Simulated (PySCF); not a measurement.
Cl3Sc, SMILES [Cl][Sc+]([Cl])[Cl] (connectivity only; charge and spin as stated), charge +1, multiplicity 2. Atoms are numbered in the order given.

```xyz
4

Sc    -0.3379    -0.6723     0.0000
Cl     1.3367     0.2217     1.3928
Cl    -2.2560     0.3871     0.0000
Cl     1.3367     0.2217    -1.3928
```
Charge +1, spin multiplicity 2.

Geometry: B3LYP-D3(BJ)/def2-SVP. The spin state was assumed, not searched.

These are PBE0/def2-TZVPD (PySCF) values and carry that method's errors.

Mulliken values depend strongly on the basis, most of all with diffuse functions as here. Atomic charges (e):

```csv
atom,meta-Löwdin,Mulliken,Mulliken spin
Sc1,(withheld),1.42,-0.06
Cl2,(withheld),-0.05,0.53
Cl3,(withheld),-0.32,0.01
Cl4,(withheld),-0.05,0.53
```

What belongs in the gaps? (An estimate is asked for; the answer gives what the named calculation found.)


- Sc1, meta-Löwdin: 1.34
- Cl2, meta-Löwdin: -0.06
- Cl3, meta-Löwdin: -0.22
- Cl4, meta-Löwdin: -0.06
